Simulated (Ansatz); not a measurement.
`C#CCCCCCC` + `C1N[SiH2]S1` → `C#CN1CS[SiH2]1` + `CCCCCC`  (substitution at a C–C bond)

Isolated molecules relaxed with PBE0-D4/def2-TZVP in Ansatz; ΔE leaves out vibrations. CCSD(T)/CBS adds triple-zeta CCSD(T) − MP2 to the extrapolated MP2 energy (def2 sets, frozen cores). Functionals use def2-TZVPP. B3LYP here is the variant with VWN-RPA as its local correlation; programs differ in this. One conformer a species, not always the lowest.

```tsv
level	ΔE (kJ/mol)	difference from CCSD(T)/CBS
PBE-D4	9.8	-16.0
r2SCAN-D4	14.0	-11.8
PBE0-D4	14.0	-11.8
B3LYP-D4	10.5	-15.3
ωB97X-V	19.4	-6.4
ωB97M-V	21.1	-4.7
B2PLYP	18.4	-7.4
PBE	13.5	-12.3
r2SCAN	14.9	-10.9
PBE0	17.3	-8.5
B3LYP	16.4	-9.4
HF/def2-TZVPP	25.9	0.1
MP2/def2-TZVPP	20.9	-4.9
SCS-MP2/def2-TZVPP	22.6	-3.2
CCSD/def2-TZVPP	24.0	-1.8
CCSD(T)/def2-TZVPP	22.4	-3.4
HF/def2-QZVPP	26.4	0.6
MP2/def2-QZVPP	23.1	-2.7
SCS-MP2/def2-QZVPP	24.8	-1.0
HF/CBS(def2)	26.5	0.7
MP2/CBS(def2)	24.4	-1.4
CCSD/CBS(def2)	27.4	1.6
CCSD(T)/CBS	25.8	0
```

Largest T1 diagnostic among the species: 0.012.

In def2-TZVPP, CCSD(T) changes the Hartree–Fock value by −3.5 kJ/mol (the triples alone add −1.6 kJ/mol) and MP2 by −4.9 kJ/mol. The D4 term adds −5.9 kJ/mol with B3LYP and −3.3 kJ/mol with PBE0; it sums over pairs of atoms, weighted by their polarisabilities, and B3LYP, whose exchange is more repulsive, gets the larger term.

CCSD(T)/CBS has its own doubt, a few kJ/mol and more with outer-core shells, so smaller differences from it don't rank the levels.
